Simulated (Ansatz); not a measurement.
`[OH][GeH]([F])[SiH3]` + SiH₄ → `[OH][GeH]([SiH3])[SiH3]` + H–F at 298.15 K and 1 bar (formal exchange of groups at a Ge–F bond).

Isolated molecules relaxed with PBE0-D4/def2-TZVP in Ansatz; ΔE leaves out vibrations. CCSD(T)/CBS adds triple-zeta CCSD(T) − MP2 to the extrapolated MP2 energy (def2 sets, frozen cores). This one scheme is used for every species. For Ge outer-core shells are correlated without core-valence functions, which leaves a few kJ/mol of doubt a bond. Scalar relativity is left out up to krypton. Each species was taken in one conformer, which may not be the lowest.

| species | CCSD(T)/CBS energy (Eh) | H − E (kJ/mol) | S (J/(mol·K)) |
| --- | --- | --- | --- |
| `[OH][GeH]([F])[SiH3]` | -2543.22347 | 150.2 | 356.9 |
| SiH₄ | -291.46306 | 92.1 | 204.8 |
| `[OH][GeH]([SiH3])[SiH3]` | -2734.26948 | 213.7 | 401.1 |
| H–F | -100.39570 | 33.5 | 173.6 |

H − E and S are ideal-gas, rigid-rotor, harmonic terms from PBE0-D4/def2-TZVP, for one conformer and one mirror image of each species. 1 Eh = 2625.50 kJ/mol, R = 8.31446 J/(mol·K).

Task: By hand: ΔE, ΔH, ΔS and ΔG.

Result: ΔE = (-2734.26948) + (-100.39570) − (-2543.22347) − (-291.46306) = 0.02135 Eh = 56.1 kJ/mol. Δ(H − E) = 213.7 + 33.5 − 150.2 − 92.1 = 4.9, so ΔH = 61.0 kJ/mol. ΔS = 401.1 + 173.6 − 356.9 − 204.8 = 13.0 J/(mol·K). ΔG = 61.0 − 298.15 × (13.0)/1000 = 57.1 kJ/mol.

Task: By hand: the equilibrium constant, and the temperature at which ΔG would vanish if ΔH and ΔS stayed fixed.

Result: log₁₀ K = −ΔG/(RT ln 10) = -10.0. ΔG = 0 at ΔH/ΔS = 4692 K, far beyond where these terms or the molecules hold.

The number of gas molecules stays the same, so ΔS is small and ΔH decides. A doubt of 5 kJ/mol in ΔE shifts log₁₀ K by 0.9 here. Other conformers and mirror images would add mixing entropy, several J/(mol·K) or more a flexible species. These are equilibria of isolated gas molecules and say nothing of rates. Largest T1 diagnostic: 0.013 (customary marks: 0.02 for closed shells, 0.045 for open ones).
